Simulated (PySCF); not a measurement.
2,2-difluoro-1-silylethanone (C₂H₄F₂OSi), SMILES C(=O)([SiH3])C(F)F.

The structure is a stationary point at B3LYP-D3(BJ)/def2-SVP. Other conformers were not sampled.

Two levels are set side by side: TDA-PBE/def2-SVPD (PySCF) and TDA-ωB97X/def2-SVPD (PySCF). Vertical, same geometry. The lowest singlet is HOMO→LUMO 100 % with PBE and HOMO→LUMO 96 % with the other functional; states are paired by order. Differences are taken from unrounded values.

| quantity | TDA-ωB97X |
|---|---|
| lowest singlet excitation (eV) | 3.44 |
| lowest triplet excitation (TDA) (eV) | 2.77 |
| first bright state (f over 0.05) (eV) | 8.41 |
| its oscillator strength | 0.52 |

Q: What does TDA-PBE give, and how far is it from TDA-ωB97X? (An estimate is asked for; the answer gives what the named calculation found.)

A: 
```tsv
quantity	TDA-PBE	TDA-PBE minus TDA-ωB97X
lowest singlet excitation (eV)	3.17	-0.27
lowest triplet excitation (TDA) (eV)	2.49	-0.28
first bright state (f over 0.05) (eV)	6.21	-2.20
its oscillator strength	0.14	-0.38
```

Functionals without exact exchange tend to place singlet excitations lower, as here. Differences between two approximate levels are no errors against the true value.

Rough cost on one machine, each run with all the roots and properties that it gave: TDA-ωB97X against TDA-PBE about 4 times.
